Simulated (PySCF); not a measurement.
Coordinates in bohr (charge 1 multiplicity 7):
```
Cl    0.0000    0.0000   -2.7286
V     2.6103    0.0000    0.9365
V    -2.6103    0.0000    0.9365
```

Method: UB3LYP in PySCF with Cl def2-SVP, V def2-SVP; no relativity; density-fitted integrals.

This geometry of V₂Cl⁺ is a stationary point at this level.

Question: What is the point group?

Answer: C2v.

Question: Is it a minimum?

Answer: Yes: all harmonic wavenumbers are real.

Question: Which band is strongest in the infrared?

Answer: 351 cm⁻¹ (a1), 26 km/mol.

Question: What are the dipole moment and the gap between the highest occupied and lowest empty levels of either spin?

Answer: 3.89 D about the centre of mass and 1.78 eV.

Question: Give the ideal-gas entropy at 298.15 K and 1 bar by parts.

Answer: translation 170.2, rotation 107.3, vibration 21.0, spin 16.2; total 314.7 J/(mol K).

Other isomers or separated fragments may lie lower. Open d and f shells are described by one determinant, and the ground state may have another occupation or spin. At this level a nonet minimum of C2v symmetry lies 13 kJ/mol below this structure.
